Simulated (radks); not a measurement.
The numbers below are computed, except where a source is named.
Question: Coherent X-ray form factor from a spherical all-electron density. Level of theory: non-relativistic Kohn-Sham, Slater X-alpha with alpha = 0.846, spin-unpolarised, spherical densities, point nucleus (a radial shooting solver on a logarithmic mesh with Libxc functionals).

sin(theta)/lambda (1/angstrom),f0 (electrons)
0.05,11.553
0.1,10.571
0.15,9.590
0.2,8.791
0.25,8.114
0.3,7.482
0.4,6.248
0.5,5.103
0.6,4.133
0.8,2.788
1,2.059
1.25,1.615
1.5,1.391
2,1.117

The species is in the configuration that NIST lists as its ground one. Which atom or ion scatters so?

Answer: Neutral magnesium, [Ne] 3s2. Extrapolating in s^2 from the first two rows gives f0(0) = 11.9, near the electron count 12; among species with that count, the fall with angle is slower the higher Z, and the table is that of Z = 12; from so few rows the species is fixed only to a neighbour or two.
